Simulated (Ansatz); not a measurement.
`[NH2][Ga]([OH])[OH]` and `[OH][GaH][OH]` differ in one atom or group.

Ansatz, PBE0-D4/def2-TZVP geometries, multiplicity 1. Each molecule was computed in one conformer, which needn't be the lowest.

Scalar relativity is left out up to krypton.

```tsv
property	`[NH2][Ga]([OH])[OH]`
HOMO–LUMO gap (B3LYP/def2-TZVPP) / eV	6.48
size of the dipole moment (PBE/def2-TZVPP) / D	2.03
size of the dipole moment (ωB97M-V/def2-TZVPP) / D	2.13
HOMO energy (ωB97M-V/def2-TZVPP) / eV	-9.99
HOMO energy (B3LYP/def2-TZVPP) / eV	-7.33
HOMO–LUMO gap (PBE0/def2-TZVPP) / eV	7.10
```

(1) What does the change do to each property? (Estimate.)

Answers

(1) The calculation gave: 
| property | `[OH][GaH][OH]` | shift |
| --- | --- | --- |
| HOMO–LUMO gap (B3LYP/def2-TZVPP) / eV | 7.58 | 1.10 |
| size of the dipole moment (PBE/def2-TZVPP) / D | 1.61 | -0.42 |
| size of the dipole moment (ωB97M-V/def2-TZVPP) / D | 1.77 | -0.36 |
| HOMO energy (ωB97M-V/def2-TZVPP) / eV | -11.16 | -1.17 |
| HOMO energy (B3LYP/def2-TZVPP) / eV | -8.41 | -1.08 |
| HOMO–LUMO gap (PBE0/def2-TZVPP) / eV | 8.15 | 1.05 |

With PBE0 the HOMO falls by 1.10 eV and the LUMO falls by 0.06 eV, so the gap widens by about 1.04 eV. PBE moves the HOMO by -0.92 eV and ωB97M-V by -1.17 eV. The zero-point energy changes by -48.4 kJ/mol with -6 modes. Dipoles are sizes alone; their direction can turn.

B3LYP here is the variant with VWN-RPA as its local correlation; programs differ in this.
